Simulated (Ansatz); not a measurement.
Calculated with Ansatz (gas phase, PBE0-D4/def2-TZVP geometries, no zero-point term in ΔE). CCSD(T)/CBS is the MP2 limit (def2-TZVPP, def2-QZVPP) plus CCSD(T) − MP2 in def2-TZVPP, frozen cores. Functionals use def2-TZVPP. Each species was taken in one conformer, which may not be the lowest.

`C=C=NB(C)C` + `BCCl` → `CB(C)CCl` + `BN=C=C`  (redistribution)

`C=C=NB(C)C`:

Cartesian coordinates in Å:
```
C 2.316 2.252 0.113
C 1.376 1.338 0.067
N 0.521 0.507 0.026
B -0.481 -0.467 -0.022
C -0.106 -1.961 0.294
C -1.947 -0.035 -0.393
H 2.085 3.281 -0.123
H 3.325 1.979 0.387
H 0.884 -2.088 0.734
H -0.135 -2.540 -0.637
H -0.848 -2.421 0.954
H -2.383 -0.720 -1.126
H -2.579 -0.111 0.500
H -2.028 0.985 -0.773
```

`BCCl`:

Z-matrix (Å, degrees):
```
C
Cl 1 1.783
B 1 1.549 2 116.9
H 1 1.096 2 107.6 3 -123.7
H 1 1.096 2 107.6 3 123.6
H 3 1.192 1 122.9 2 0.1
H 3 1.198 1 116.7 2 -180.0
```

`CB(C)CCl`:

Cartesian coordinates in Å:
```
C 0.250 -0.701 1.393
B 0.026 0.027 0.027
C 1.208 0.569 -0.843
C -1.455 0.278 -0.466
Cl -1.613 -1.259 -1.403
H 0.307 0.084 2.162
H 1.187 -1.258 1.453
H -0.577 -1.354 1.684
H 1.423 1.586 -0.482
H 0.962 0.667 -1.903
H 2.135 0.002 -0.739
H -1.614 1.092 -1.170
H -2.240 0.267 0.289
```

`BN=C=C`:

Cartesian coordinates in Å:
```
B -0.755 1.733 -0.450
N -0.219 0.504 -0.131
C 0.245 -0.562 0.146
C 0.753 -1.729 0.449
H -0.011 2.651 -0.624
H -1.941 1.832 -0.540
H 1.824 -1.850 0.538
H 0.104 -2.579 0.612
```

```csv
species,PBE0-D4 energy (Eh)
`C=C=NB(C)C`,-236.65117
`BCCl`,-525.33252
`CB(C)CCl`,-603.93724
`BN=C=C`,-158.05237
```

(1) Work out ΔE.

Largest T1 diagnostic among the species: 0.017.

Results:

(1) ΔE = (-603.93724) + (-158.05237) − (-236.65117) − (-525.33252) = -0.00592 Eh = -0.16 eV. CCSD(T)/CBS gives -0.15 eV.

In def2-TZVPP, CCSD(T) changes the Hartree–Fock value by −0.14 eV (the triples alone add −0.03 eV) and MP2 by −0.12 eV. From PBE to PBE0 (25 % exact exchange), in def2-TZVPP and without D4, ΔE moves by +0.04 eV. The D4 term adds −0.04 eV with B3LYP and −0.02 eV with PBE0; it sums over pairs of atoms, weighted by their polarisabilities, and B3LYP, whose exchange is more repulsive, gets the larger term.

B3LYP here is the variant with VWN-RPA as its local correlation; programs differ in this.
